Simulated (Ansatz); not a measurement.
C₆H₅Cl₃Sn (`[Cl][Sn]([Cl])([Cl])[c]1ccccc1`), relaxed with RKS PBE0-D4/def2-TZVP in Ansatz 0.2.0 from a PBE-D4/def2-SVP geometry. The force threshold is 0.005 eV/Å; the program also tests the step.

The species carries charge 0 and has multiplicity 1. Sn takes the def2 core potential.

Start:

```xyz
15

Cl    2.282   -2.992    1.478
Sn    0.494   -2.537    0.006
Cl    1.046   -3.240   -2.179
Cl   -1.302   -3.899    0.705
C     0.074   -0.441    0.005
C    -0.446    0.158   -1.155
C    -0.717    1.536   -1.150
C    -0.463    2.300    0.000
C     0.068    1.694    1.150
C     0.343    0.317    1.158
H    -0.630   -0.436   -2.064
H    -1.124    2.015   -2.054
H    -0.675    3.380   -0.002
H     0.276    2.296    2.048
H     0.775   -0.154    2.055
```

| step | energy (eV) | largest force (eV/Å) | largest move (Å) |
| --- | --- | --- | --- |
| 1 | -49690.9027 | 0.703 | 0.000 |
| 2 | -49691.0262 | 0.261 | 0.094 |
| 3 | -49691.0387 | 0.025 | 0.025 |
| 4 | -49691.0389 | 0.010 | 0.005 |
| 5 | -49691.0390 | 0.008 | 0.012 |
| 6 | -49691.0390 | 0.008 | 0.015 |
| 7 | -49691.0390 | 0.002 | 0.003 |

End:

```xyz
15

Cl    2.242   -2.996    1.431
Sn    0.498   -2.500    0.002
Cl    1.043   -3.238   -2.118
Cl   -1.275   -3.809    0.690
C     0.090   -0.436   -0.001
C    -0.435    0.161   -1.141
C    -0.711    1.520   -1.135
C    -0.464    2.274    0.002
C     0.064    1.676    1.137
C     0.343    0.318    1.140
H    -0.622   -0.421   -2.037
H    -1.119    1.990   -2.023
H    -0.680    3.337    0.003
H     0.261    2.268    2.023
H     0.764   -0.142    2.027
```

Hardware: 4 threads of an AMD EPYC 7R13 on a shared host and a share of an NVIDIA H100 80 GB. Wall time 25 s, peak host memory 1.2 GiB.
